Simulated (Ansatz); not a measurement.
Program: Ansatz 0.2.0.

A structure relaxed at PBE0-D4/def2-TZVP, charge 0, multiplicity 1:

```xyz
17

C     1.945   -1.924   -0.120
C     0.724   -1.744   -0.618
Si   -0.481   -0.476    0.028
C     0.134    0.189    1.656
C     0.284    1.486    1.913
C    -0.705    0.902   -1.204
C    -1.889    1.247   -1.703
H     2.635   -2.660   -0.526
H     2.312   -1.338    0.718
H     0.421   -2.362   -1.463
H    -1.812   -1.125    0.209
H     0.376   -0.519    2.449
H     0.635    1.850    2.874
H     0.054    2.244    1.169
H     0.174    1.445   -1.549
H    -2.802    0.739   -1.404
H    -2.004    2.047   -2.431
```

Q: Give its formula and SMILES.

A: C6H10Si, `C=C[SiH](C=C)C=C`.

Q: Point group (tolerance 0.08 Å, 0.16 Å for H)?

A: C1.

Q: Summarise the bond lengths by kind.

A: 3 × C–C 1.330 Å; 9 × C–H 1.087 to 1.090 Å; 3 × C–Si 1.862 to 1.865 Å; 1 × H–Si 1.492 Å.
